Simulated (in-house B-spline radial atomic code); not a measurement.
Zn+ is squeezed into an impenetrable sphere of radius R (the orbitals vanish at R). Caution: exact exchange at fractional occupations of open shells leaves self-interaction of up to several eV. Computed with an all-electron radial atomic-structure program (B-spline basis): non-relativistic PBE0, spin-polarised, spherical fractional occupations, point nucleus.

Energies in eV above the free ion in [Ar] 3d10 4s1:

```csv
R (bohr),highest level (eV),[Ar] 3d10 4s1,[Ar] 3d10 4p1,[Ne] 3s2 3p5 3d10 4s1 4f1,-dE/dV in [Ar] 3d10 4s1 (GPa)
7.33,-14.9,0.01145,6.662,106.1,0.0313
5.86,-14.8,0.1301,7.154,109.9,0.522
4.84,-14.1,0.6484,8.419,115.3,3.72
3.95,-12,2.63,11.81,125.3,23.3
3.36,-8.12,6.95,17.85,138.8,90.2
3.2,-6.29,9.155,20.69,144.4,134
2.46,13.2,36.64,52.75,196,1060
2.36,18.5,45.08,62.08,209.4,1470
1.82,78.8,158,180.9,362.4,10600
1.23,363,927.7,949.7,1235,183000
```

(1) Does [Ar] 3d10 4p1 fall below [Ar] 3d10 4s1 under compression?

(2) Does [Ne] 3s2 3p5 3d10 4s1 4f1 fall below [Ar] 3d10 4s1 under compression?

The highest level is first positive in the row R = 2.46 bohr, pushed up by confinement above the zero of the free ion's potential. Each configuration is held fixed and needn't be the lowest in the sphere.

Answers

(1) No, it stays above over the whole range.

(2) No, it stays above over the whole range.
